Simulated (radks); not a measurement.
Values are calculated unless marked as measured or tabulated.
Neutral titanium, configuration [Ar] 3d2 4s2. Level of theory: scalar-relativistic Kohn-Sham, PBE, spin-polarised, spherical densities, point nucleus; open shells are filled with parallel spins first (a radial shooting solver on a logarithmic mesh with Libxc functionals).

Local quantities along the radius. ELF = 1/(1 + alpha^2) is the electron localisation function; alpha = (tau - tau_W)/tau_unif compares the Pauli kinetic energy density with that of the uniform gas (summed over spins); -r V(r) is the screened charge that the Kohn-Sham potential of spin up presents (atomic units); s = |grad rho|/(2 (3 pi^2)^(1/3) rho^(4/3)) is the reduced gradient; r v_xc is r times the local exchange-correlation potential of spin up (hartree bohr). tau is taken from the large components.

| r (bohr) | ELF | alpha | -r V(r) | s | r v_xc |
|---|---|---|---|---|---|
| 0.005319 | 1.000 | 0.01602 | 21.64 | 0.4348 | -0.1311 |
| 0.007038 | 1.000 | 0.01760 | 21.51 | 0.4358 | -0.1585 |
| 0.009313 | 1.000 | 0.02006 | 21.34 | 0.4427 | -0.1927 |
| 0.01232 | 0.999 | 0.02397 | 21.12 | 0.4563 | -0.2343 |
| 0.01643 | 0.999 | 0.03071 | 20.82 | 0.4790 | -0.2848 |
| 0.02174 | 0.998 | 0.04240 | 20.44 | 0.5120 | -0.3402 |
| 0.02877 | 0.996 | 0.06500 | 19.95 | 0.5596 | -0.3985 |
| 0.03807 | 0.987 | 0.1137 | 19.34 | 0.6262 | -0.4535 |
| 0.05077 | 0.947 | 0.2377 | 18.57 | 0.7152 | -0.4978 |
| 0.06718 | 0.763 | 0.5574 | 17.65 | 0.7961 | -0.5216 |
| 0.08889 | 0.393 | 1.244 | 16.57 | 0.7619 | -0.5287 |
| 0.1176 | 0.268 | 1.654 | 15.30 | 0.4995 | -0.5422 |
| 0.1569 | 0.490 | 1.019 | 13.90 | 0.2977 | -0.6706 |
| 0.2075 | 0.771 | 0.5445 | 12.41 | 0.3574 | -0.8132 |
| 0.2746 | 0.846 | 0.4271 | 10.81 | 0.5498 | -0.8743 |
| 0.3634 | 0.676 | 0.6920 | 9.200 | 0.8333 | -0.8181 |
| 0.4846 | 0.159 | 2.304 | 7.525 | 0.8486 | -0.6879 |
| 0.6412 | 0.285 | 1.584 | 6.078 | 0.2464 | -0.8021 |
| 0.8484 | 0.779 | 0.5322 | 4.712 | 0.3354 | -0.9990 |
| 1.123 | 0.810 | 0.4836 | 3.447 | 0.6318 | -1.038 |
| 1.485 | 0.552 | 0.9015 | 2.433 | 1.000 | -0.9150 |
| 1.981 | 0.168 | 2.228 | 1.674 | 1.170 | -0.7486 |
| 2.621 | 0.231 | 1.826 | 1.232 | 0.8600 | -0.7183 |
| 3.468 | 0.686 | 0.6765 | 0.9600 | 1.026 | -0.7349 |
| 4.589 | 0.866 | 0.3938 | 0.6890 | 1.745 | -0.6200 |
| 6.12 | 0.847 | 0.4258 | 0.4823 | 3.410 | -0.4697 |
| 8.098 | 0.620 | 0.7829 | 0.3263 | 7.987 | -0.3250 |
| 10.71 | 0.126 | 2.630 | 0.1449 | 24.55 | -0.1449 |

On this mesh the ELF has minima near r = 0.12, 0.56, 2.3 bohr, which separate the shells, and maxima near 0.27 (0.85), 0.98 (0.83), 5.3 (0.87).
